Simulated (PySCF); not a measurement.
# Partial charges of `O=C([O-])C=C1CC1`

Species: C5H5O2 (charge -1).
Z-matrix (Å and degrees, GFN2-xTB geometry), rows numbered from 1:
```
O 
C   1  1.2369
O   2  1.2409  1  129.48
C   2  1.5628  1  116.72  3  -179.97
C   4  1.3074  2  124.54  1     0.04
C   5  1.4772  4  149.62  2   179.99
C   5  1.4633  4  148.20  2    -0.10
H   4  1.0865  2  114.66  1   179.92
H   6  1.0843  5  119.11  7   107.13
H   6  1.0843  5  119.20  7  -107.16
H   7  1.0822  5  118.78  6  -107.80
H   7  1.0821  5  118.67  6   107.92
```

Density: PBE0/pcSseg-1 (PySCF); schemes: Mulliken, IAO, Hirshfeld and ESP-fitted. The structure is a single GFN2-xTB conformer in the gas phase; no vibrational or solvent corrections. The pcSseg-1 basis has no diffuse functions, a weakness for an anion.

Question: What partial charge does each atom carry?

Answer: In e:

```json
{"atom": "O1", "environment": "carboxylate oxygen", "Mulliken": "-0.563", "IAO": "-0.661", "Hirshfeld": "-0.439", "ESP-fitted": "-0.796"}
{"atom": "C2", "environment": "carboxylate carbon", "Mulliken": "+0.452", "IAO": "+0.503", "Hirshfeld": "+0.090", "ESP-fitted": "+0.896"}
{"atom": "O3", "environment": "carboxylate oxygen", "Mulliken": "-0.584", "IAO": "-0.662", "Hirshfeld": "-0.448", "ESP-fitted": "-0.764"}
{"atom": "C4", "environment": "alkene CH carbon", "Mulliken": "-0.307", "IAO": "-0.223", "Hirshfeld": "-0.093", "ESP-fitted": "-0.587"}
{"atom": "C5", "environment": "fully substituted alkene carbon", "Mulliken": "-0.085", "IAO": "-0.011", "Hirshfeld": "-0.033", "ESP-fitted": "+0.361"}
{"atom": "C6", "environment": "allylic carbon", "Mulliken": "-0.237", "IAO": "-0.326", "Hirshfeld": "-0.118", "ESP-fitted": "-0.605"}
{"atom": "C7", "environment": "allylic carbon", "Mulliken": "-0.159", "IAO": "-0.289", "Hirshfeld": "-0.100", "ESP-fitted": "-0.183"}
{"atom": "H8", "environment": "vinylic hydrogen", "Mulliken": "+0.045", "IAO": "+0.129", "Hirshfeld": "+0.014", "ESP-fitted": "+0.151"}
{"atom": "H9", "environment": "methylene hydrogen", "Mulliken": "+0.104", "IAO": "+0.129", "Hirshfeld": "+0.026", "ESP-fitted": "+0.171"}
{"atom": "H10", "environment": "methylene hydrogen", "Mulliken": "+0.104", "IAO": "+0.129", "Hirshfeld": "+0.026", "ESP-fitted": "+0.168"}
{"atom": "H11", "environment": "methylene hydrogen", "Mulliken": "+0.114", "IAO": "+0.142", "Hirshfeld": "+0.037", "ESP-fitted": "+0.094"}
{"atom": "H12", "environment": "methylene hydrogen", "Mulliken": "+0.114", "IAO": "+0.142", "Hirshfeld": "+0.037", "ESP-fitted": "+0.095"}
```

Mean size of the charges over all atoms: ESP-fitted 0.406 e, IAO 0.279 e, Mulliken 0.239 e, Hirshfeld 0.122 e. Each set sums to the total charge, -1, to within 0.001 e. The ESP scheme is a least-squares fit of atom-centred charges to the potential on four shells outside the van der Waals surface, with the total charge fixed. The Mulliken scheme counts on each atom the diagonal of the density matrix times the overlap matrix over that atom's basis functions.

Lowest charge. The schemes don't all agree: Mulliken O3 (-0.584); IAO O3 (-0.662); Hirshfeld O3 (-0.448); ESP-fitted O1 (-0.796).

Highest charge. All schemes agree: Mulliken C2 (+0.452); IAO C2 (+0.503); Hirshfeld C2 (+0.090); ESP-fitted C2 (+0.896).

Question: Sum the charges by element.

Answer: 
| element | atoms | Mulliken | IAO | Hirshfeld | ESP-fitted |
| --- | --- | --- | --- | --- | --- |
| O | 2 | -1.146 | -1.324 | -0.887 | -1.561 |
| C | 5 | -0.335 | -0.346 | -0.254 | -0.118 |
| H | 5 | +0.481 | +0.670 | +0.141 | +0.678 |

Question: How closely do the schemes follow one another over all atoms?

Answer: Correlation coefficient and root-mean-square difference: Mulliken with IAO 0.98, 0.074 e; IAO with Hirshfeld 0.94, 0.187 e; Mulliken with ESP-fitted 0.93, 0.245 e; IAO with ESP-fitted 0.93, 0.214 e; Mulliken with Hirshfeld 0.93, 0.146 e; Hirshfeld with ESP-fitted 0.83, 0.364 e.
